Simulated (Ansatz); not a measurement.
Ansatz (an electronic-structure program) input file for C4H7NS, SMILES C(SC)=C=CN, r2SCAN-D4/def2-SVP. 

Ansatz 0.2 input:
```yaml
crystal:
  periodic: [false, false, false]
  atoms:
    - {symbol: C, position_ang: [2.87386497, 0.46698767, 0.55576433]}
    - {symbol: S, position_ang: [1.20825929, -0.07650693, 1.04068790]}
    - {symbol: C, position_ang: [0.36732849, 0.17714731, -0.51704535]}
    - {symbol: C, position_ang: [-0.84407097, -0.21365775, -0.75192378]}
    - {symbol: C, position_ang: [-2.07247903, -0.63162342, -0.90551705]}
    - {symbol: N, position_ang: [-3.21351761, 0.14892252, -0.73989145]}
    - {symbol: H, position_ang: [3.50323658, 0.36203231, 1.43352155]}
    - {symbol: H, position_ang: [3.24615815, -0.16665226, -0.24454588]}
    - {symbol: H, position_ang: [2.84423157, 1.50759663, 0.24437098]}
    - {symbol: H, position_ang: [0.98687077, 0.69054380, -1.23717945]}
    - {symbol: H, position_ang: [-2.26433025, -1.61989400, -1.30737762]}
    - {symbol: H, position_ang: [-3.06545259, 0.98020641, -0.18523621]}
    - {symbol: H, position_ang: [-4.03610055, -0.36530258, -0.46298845]}
basis:
  gaussian:
    orbitals: def2-SVP
hamiltonian:
  xc: r2scan
  dispersion: d4
relax: {f_tol: 0.002, max_steps: 200}
```

Output:

```
WARN ansatz: RAYON_NUM_THREADS=1 ignored (pool sized by the plan → 1); use --threads N
Functional definition: r2SCAN
integrals: 0.07 GiB planned
1415 factors; their error is unknown
mean field: 0.38 GiB planned
mean field evaluation 1: about -16560.2971 eV, gradient 7.3e1 eV
mean field evaluation 2: about -16538.6628 eV, gradient 1.1e2 eV
mean field evaluation 4: about -16573.0178 eV, gradient 1.7e1 eV
mean field evaluation 8: about -16573.8361 eV, gradient 1.6e-1 eV
mean field evaluation 16: about -16573.7672 eV, gradient 2.1e-4 eV
mean field -16573.76718495 eV, -609.0747099441 hartree, gradient 2.6e-5 eV, S^2 0.000000; 0 other end points of the search recorded, 0 dependent functions left out
the calculation of the forces begins
reference -16573.76719566 eV, -609.0747103377 hartree; 27, 27 occupied and 96, 96 virtual orbitals, 1415 factors
relax step   1: F+E_penalty+E_count = -16573.83700761 eV  Δ(F+E_penalty+E_count) = +0.000e0 eV  max|allowed force component| = 8.580e-1 eV/Å  Δτ_max = 0.0000 Å  (32 SCF iters, accepted)
these checks for a lower state are left out or cut short: starts, cluster_reference, orbital_swaps, neighbouring_geometries, increment
integrals: 0.07 GiB planned
1415 factors; their error is unknown
mean field: 0.37 GiB planned
mean field -16573.81105197 eV, -609.0763220273 hartree, gradient 2.2e-5 eV, S^2 0.000000; 0 other end points of the search recorded, 0 dependent functions left out
the calculation of the forces begins
reference -16573.81106276 eV, -609.0763224239 hartree; 27, 27 occupied and 96, 96 virtual orbitals, 1415 factors
relax step   2: F+E_penalty+E_count = -16573.88048138 eV  Δ(F+E_penalty+E_count) = -4.347e-2 eV  max|allowed force component| = 3.324e-1 eV/Å  Δτ_max = 0.0604 Å  (31 SCF iters, accepted)
these checks for a lower state are left out or cut short: starts, cluster_reference, orbital_swaps, neighbouring_geometries, increment
integrals: 0.07 GiB planned
1415 factors; their error is unknown
mean field: 0.37 GiB planned
mean field evaluation 32: about -16573.7998 eV, gradient 1.7e-4 eV
mean field -16573.79978044 eV, -609.0759078064 hartree, gradient 2.2e-5 eV, S^2 0.000000; 0 other end points of the search recorded, 0 dependent functions left out
the calculation of the forces begins
reference -16573.79979127 eV, -609.0759082043 hartree; 27, 27 occupied and 96, 96 virtual orbitals, 1415 factors
relax step   3: F+E_penalty+E_count = -16573.86893211 eV  Δ(F+E_penalty+E_count) = +1.155e-2 eV  max|allowed force component| = 4.431e-1 eV/Å  Δτ_max = 0.1161 Å  (31 SCF iters, rejected (line search))
these checks for a lower state are left out or cut short: starts, cluster_reference, orbital_swaps, neighbouring_geometries, increment
integrals: 0.07 GiB planned
1415 factors; their error is unknown
mean field: 0.37 GiB planned
mean field -16573.82368188 eV, -609.0767861681 hartree, gradient 1.9e-5 eV, S^2 0.000000; 0 other end points of the search recorded, 0 dependent functions left out
the calculation of the forces begins
reference -16573.82369271 eV, -609.0767865659 hartree; 27, 27 occupied and 96, 96 virtual orbitals, 1415 factors
relax step   4: F+E_penalty+E_count = -16573.89286818 eV  Δ(F+E_penalty+E_count) = -1.239e-2 eV  max|allowed force component| = 1.545e-1 eV/Å  Δτ_max = 0.0581 Å  (31 SCF iters, accepted)
these checks for a lower state are left out or cut short: starts, cluster_reference, orbital_swaps, neighbouring_geometries, increment
integrals: 0.07 GiB planned
1415 factors; their error is unknown
mean field: 0.37 GiB planned
mean field -16573.81925091 eV, -609.0766233327 hartree, gradient 2.0e-5 eV, S^2 0.000000; 0 other end points of the search recorded, 0 dependent functions left out
the calculation of the forces begins
reference -16573.81926174 eV, -609.0766237306 hartree; 27, 27 occupied and 96, 96 virtual orbitals, 1415 factors
relax step   5: F+E_penalty+E_count = -16573.88851057 eV  Δ(F+E_penalty+E_count) = +4.358e-3 eV  max|allowed force component| = 1.142e-1 eV/Å  Δτ_max = 0.1000 Å  (30 SCF iters, rejected (line search))
these checks for a lower state are left out or cut short: starts, cluster_reference, orbital_swaps, neighbouring_geometries, increment
integrals: 0.07 GiB planned
1415 factors; their error is unknown
mean field: 0.37 GiB planned
mean field -16573.82796569 eV, -609.0769435949 hartree, gradient 2.0e-5 eV, S^2 0.000000; 0 other end points of the search recorded, 0 dependent functions left out
the calculation of the forces begins
[...]
these checks for a lower state are left out or cut short: starts, cluster_reference, orbital_swaps, neighbouring_geometries, increment
integrals: 0.07 GiB planned
1415 factors; their error is unknown
mean field: 0.37 GiB planned
mean field -16573.82918200 eV, -609.0769882935 hartree, gradient 2.0e-5 eV, S^2 0.000000; 0 other end points of the search recorded, 0 dependent functions left out
the calculation of the forces begins
reference -16573.82919282 eV, -609.0769886912 hartree; 27, 27 occupied and 96, 96 virtual orbitals, 1415 factors
relax step  25: F+E_penalty+E_count = -16573.89822842 eV  Δ(F+E_penalty+E_count) = -5.897e-6 eV  max|allowed force component| = 4.365e-3 eV/Å  Δτ_max = 0.0096 Å  (34 SCF iters, accepted)
these checks for a lower state are left out or cut short: starts, cluster_reference, orbital_swaps, neighbouring_geometries, increment
integrals: 0.07 GiB planned
1415 factors; their error is unknown
mean field: 0.37 GiB planned
mean field evaluation 192: about -16573.8292 eV, gradient 1.2e-4 eV
mean field -16573.82918446 eV, -609.0769883839 hartree, gradient 2.0e-5 eV, S^2 0.000000; 0 other end points of the search recorded, 0 dependent functions left out
the calculation of the forces begins
reference -16573.82919528 eV, -609.0769887816 hartree; 27, 27 occupied and 96, 96 virtual orbitals, 1415 factors
relax step  26: F+E_penalty+E_count = -16573.89823123 eV  Δ(F+E_penalty+E_count) = -2.809e-6 eV  max|allowed force component| = 4.143e-3 eV/Å  Δτ_max = 0.0070 Å  (33 SCF iters, accepted)
these checks for a lower state are left out or cut short: starts, cluster_reference, orbital_swaps, neighbouring_geometries, increment
integrals: 0.07 GiB planned
1415 factors; their error is unknown
mean field: 0.37 GiB planned
mean field -16573.82918478 eV, -609.0769883959 hartree, gradient 9.7e-6 eV, S^2 0.000000; 0 other end points of the search recorded, 0 dependent functions left out
the calculation of the forces begins
reference -16573.82919560 eV, -609.0769887936 hartree; 27, 27 occupied and 96, 96 virtual orbitals, 1415 factors
relax step  27: F+E_penalty+E_count = -16573.89823236 eV  Δ(F+E_penalty+E_count) = -1.133e-6 eV  max|allowed force component| = 3.808e-3 eV/Å  Δτ_max = 0.0033 Å  (25 SCF iters, accepted)
these checks for a lower state are left out or cut short: starts, cluster_reference, orbital_swaps, neighbouring_geometries, increment
integrals: 0.07 GiB planned
1415 factors; their error is unknown
mean field: 0.37 GiB planned
mean field -16573.82918264 eV, -609.0769883171 hartree, gradient 1.1e-5 eV, S^2 0.000000; 0 other end points of the search recorded, 0 dependent functions left out
the calculation of the forces begins
reference -16573.82919346 eV, -609.0769887148 hartree; 27, 27 occupied and 96, 96 virtual orbitals, 1415 factors
relax step  28: F+E_penalty+E_count = -16573.89823213 eV  Δ(F+E_penalty+E_count) = +2.295e-7 eV  max|allowed force component| = 5.088e-3 eV/Å  Δτ_max = 0.0016 Å  (25 SCF iters, rejected (line search))
these checks for a lower state are left out or cut short: starts, cluster_reference, orbital_swaps, neighbouring_geometries, increment
integrals: 0.07 GiB planned
1415 factors; their error is unknown
mean field: 0.37 GiB planned
mean field -16573.82918470 eV, -609.0769883929 hartree, gradient 2.5e-5 eV, S^2 0.000000; 0 other end points of the search recorded, 0 dependent functions left out
the calculation of the forces begins
reference -16573.82919552 eV, -609.0769887906 hartree; 27, 27 occupied and 96, 96 virtual orbitals, 1415 factors
relax step  29: F+E_penalty+E_count = -16573.89823384 eV  Δ(F+E_penalty+E_count) = -1.479e-6 eV  max|allowed force component| = 3.910e-3 eV/Å  Δτ_max = 0.0006 Å  (23 SCF iters, accepted)
these checks for a lower state are left out or cut short: starts, cluster_reference, orbital_swaps, neighbouring_geometries, increment
integrals: 0.07 GiB planned
1415 factors; their error is unknown
mean field: 0.37 GiB planned
mean field -16573.82918643 eV, -609.0769884565 hartree, gradient 7.7e-6 eV, S^2 0.000000; 0 other end points of the search recorded, 0 dependent functions left out
the calculation of the forces begins
reference -16573.82919725 eV, -609.0769888542 hartree; 27, 27 occupied and 96, 96 virtual orbitals, 1415 factors
relax step  30: F+E_penalty+E_count = -16573.89823556 eV  Δ(F+E_penalty+E_count) = -1.719e-6 eV  max|allowed force component| = 7.322e-4 eV/Å  Δτ_max = 0.0009 Å  (24 SCF iters, accepted)
these checks for a lower state are left out or cut short: starts, cluster_reference, orbital_swaps, neighbouring_geometries, increment
integrals: 0.07 GiB planned
1415 factors; their error is unknown
mean field: 0.37 GiB planned
mean field evaluation 224: about -16573.8292 eV, gradient 9.6e-6 eV
mean field -16573.82918736 eV, -609.0769884904 hartree, gradient 9.5e-6 eV, S^2 0.000000; 0 other end points of the search recorded, 0 dependent functions left out
the calculation of the forces begins
reference -16573.82919818 eV, -609.0769888881 hartree; 27, 27 occupied and 96, 96 virtual orbitals, 1415 factors
relax step  31: F+E_penalty+E_count = -16573.89823616 eV  Δ(F+E_penalty+E_count) = -6.074e-7 eV  max|allowed force component| = 8.304e-4 eV/Å  Δτ_max = 0.0034 Å  (25 SCF iters, accepted)
these checks for a lower state are left out or cut short: starts, cluster_reference, orbital_swaps, neighbouring_geometries, increment
integrals: 0.07 GiB planned
1415 factors; their error is unknown
mean field: 0.37 GiB planned
mean field -16573.82918842 eV, -609.0769885294 hartree, gradient 2.0e-5 eV, S^2 0.000000; 0 other end points of the search recorded, 0 dependent functions left out
the calculation of the forces begins
reference -16573.82919924 eV, -609.0769889271 hartree; 27, 27 occupied and 96, 96 virtual orbitals, 1415 factors
relax step  32: F+E_penalty+E_count = -16573.89823640 eV  Δ(F+E_penalty+E_count) = -2.322e-7 eV  max|allowed force component| = 8.489e-4 eV/Å  Δτ_max = 0.0024 Å  (24 SCF iters, accepted)
integrals: 0.07 GiB planned
1415 factors; their error is unknown
mean field: 0.37 GiB planned
mean field -16573.82918842 eV, -609.0769885294 hartree, gradient 1.9e-5 eV, S^2 0.000000; 1 other end points of the search recorded, 0 dependent functions left out
the calculation of the forces begins
reference -16573.82919924 eV, -609.0769889271 hartree; 27, 27 occupied and 96, 96 virtual orbitals, 1415 factors
Total energy: -16573.89824722 eV, -609.0795263935 hartree
Atom 0 at     2.893954     0.507712     0.566659 Å, force     0.000041    -0.000097    -0.000057 eV/Å
Atom 1 at     1.290881    -0.215534     1.006073 Å, force     0.000097     0.000291    -0.000297 eV/Å
Atom 2 at     0.399461     0.068160    -0.508038 Å, force     0.000381    -0.000283     0.000399 eV/Å
Atom 3 at    -0.858637    -0.256383    -0.700064 Å, force     0.000033    -0.000122     0.000212 eV/Å
Atom 4 at    -2.116468    -0.613230    -0.899015 Å, force    -0.000498     0.000849    -0.000212 eV/Å
Atom 5 at    -3.248273     0.185973    -0.762802 Å, force     0.000550    -0.000730     0.000424 eV/Å
Atom 6 at     3.546319     0.376572     1.441291 Å, force    -0.000056     0.000065    -0.000204 eV/Å
Atom 7 at     3.346928    -0.011684    -0.291435 Å, force    -0.000210     0.000221     0.000293 eV/Å
Atom 8 at     2.805617     1.583251     0.350629 Å, force    -0.000033    -0.000344     0.000072 eV/Å
Atom 9 at     1.008832     0.545100    -1.293160 Å, force    -0.000017     0.000068    -0.000202 eV/Å
Atom 10 at    -2.333436    -1.622365    -1.281825 Å, force    -0.000101    -0.000049    -0.000100 eV/Å
Atom 11 at    -3.111413     1.026943    -0.209923 Å, force    -0.000137     0.000073    -0.000227 eV/Å
Atom 12 at    -4.089768    -0.314716    -0.495752 Å, force    -0.000051     0.000059    -0.000102 eV/Å
Dipole moment:    -0.136399     0.128966     0.008155 e Å
```

The run converged.

Cost: about 2.7 core-minutes (a rough figure).
